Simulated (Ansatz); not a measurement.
Basis sets compared for Be5Se4⁺. Charge 1, multiplicity 2. Geometry r2SCAN-D4/def2-SVP. Ansatz on 4 threads of Intel Xeon 6975P-C on a shared host; times are rough, and most runs start from earlier orbitals.

Cartesian coordinates in Å:
```
Be -2.0048 0.3751 1.4752
Be -1.1549 1.0037 -1.3955
Be 0.3502 -0.8794 2.0432
Be 1.8830 -1.0611 0.6552
Be 1.6643 -0.0784 -1.8890
Se -2.7647 1.3033 -0.1822
Se -1.3500 -0.5264 3.1667
Se 3.1738 -1.0592 -0.9602
Se 0.2032 0.9224 -2.9132
```

Another isomer (doublet) lies 2.12 eV lower at PBE0-D4/def2-TZVP; other spin states weren't run for this one.

```tsv
level	functions	energy (Eh)	HOMO (eV)	LUMO (eV)	wall time
PBE-D4/def2-SVP	173	-9677.1518	-10.30	-10.13	3.5 s
PBE0-D4/def2-SVP	173	-9677.4748	-11.08	-10.03	7.5 s
```

Q: Estimate the rows for PBE-D4/def2-TZVP (with forces), PBE0-D4/def2-TZVP.

A: 
```json
{"level": "PBE-D4/def2-TZVP (with forces)", "functions": "287", "energy (Eh)": "-9678.4042", "HOMO (eV)": "-10.26", "LUMO (eV)": "-10.10", "wall time": "7 s"}
{"level": "PBE0-D4/def2-TZVP", "functions": "287", "energy (Eh)": "-9678.7296", "HOMO (eV)": "-11.00", "LUMO (eV)": "-9.99", "wall time": "17 s"}
```
